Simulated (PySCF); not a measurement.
Predicted microwave data (PBE0-D3(BJ)/def2-SVP geometry optimisation, gas phase (PySCF 2.14.0)) for one isomer of C8H12O2:

* Rotational constants: A = 2423, B = 880.0, C = 725.9 MHz
* Dipole components: |μa| = 0.01 D, |μb| = 1.54 D, |μc| = 0.82 D
* Inertial defect: -86.69 u·Å²
* κ: -0.82

**Question.** Which structure is it? (One computed conformer of each.)
A. `[CH3:1][C:2](=[O:3])[O:4][C:5]1=[CH:6][CH2:7][CH2:8][CH2:9][CH2:10]1` with C1–C2–O4–C5 177°, C2–O4–C5–C6 6°, C5–C6–C7–C8 14°, C6–C7–C8–C9 -45°, C7–C8–C9–C10 61°, C8–C9–C10–C5 -45°
B. `[CH3:1][O:2][C:3](=[O:4])[C@@H:5]1[CH2:6][CH:7]=[CH:8][CH2:9][CH2:10]1` with C1–O2–C3–O4 0°, O2–C3–C5–C6 52°, C3–C5–C6–C7 -170°, C5–C6–C7–C8 15°, C7–C8–C9–C10 14°, C8–C9–C10–C5 -45°
C. `[CH2:1]=[C:2]1[CH2:3][CH2:4][CH2:5][C@H:6]([C:7](=[O:8])[OH:9])[CH2:10]1` with C5–C6–C7–O8 -104°, C6–C7–O9–H -178°, C1–C2–C3–C4 126°, C2–C3–C4–C5 53°, C3–C4–C5–C6 -55°, C4–C5–C6–C7 179°
D. `[CH3:1][CH2:2][C@@H:3]1[CH2:4][C:5](=[O:6])[CH2:7][CH2:8][C:9]1=[O:10]` with C1–C2–C3–C4 -179°, C2–C3–C4–C5 -70°, C3–C4–C5–O6 128°, C4–C5–C7–C8 49°, C5–C7–C8–C9 -46°
E. `[CH2:1]=[C:2]([CH3:3])[CH2:4]/[CH:5]=[CH:6]/[O:7][C:8]([CH3:9])=[O:10]` with C1–C2–C4–C5 116°, C2–C4–C5–C6 118°, C5–C6–O7–C8 -179°, C6–O7–C8–C9 179°

**Answer.** C. It is C=C1CCC[C@H](C(=O)O)C1, an asymmetric top, point group C1. The candidates at the same level (rigid rotor, commonest isotopes):

```csv
SMILES,A (MHz),B (MHz),C (MHz),μa (D),μb (D),μc (D),Δ (u·Å²),point group,rotor
C=C(C)C/C=C/OC(C)=O,3811,462.1,453.3,0.16,0.98,1.19,-111.34,C1,near-prolate asymmetric top
CC[C@@H]1CC(=O)CCC1=O,1864,1123,876.4,0.29,0.19,0.18,-144.42,C1,asymmetric top
C=C1CCC[C@H](C(=O)O)C1,2423,880.0,725.9,0.01,1.54,0.82,-86.69,C1,asymmetric top
COC(=O)[C@@H]1CC=CCC1,2916,783.0,733.6,0.40,0.77,1.57,-129.76,C1,near-prolate asymmetric top
CC(=O)OC1=CCCCC1,3215,763.0,635.4,0.51,1.93,0.12,-24.11,C1,near-prolate asymmetric top
```

`CC[C@@H]1CC(=O)CCC1=O` has B 28 % too high; `CC(=O)OC1=CCCCC1` has A 33 % too high; `C=C(C)C/C=C/OC(C)=O` has A 57 % too high; `COC(=O)[C@@H]1CC=CCC1` has A 20 % too high. No structure here is proved a minimum.
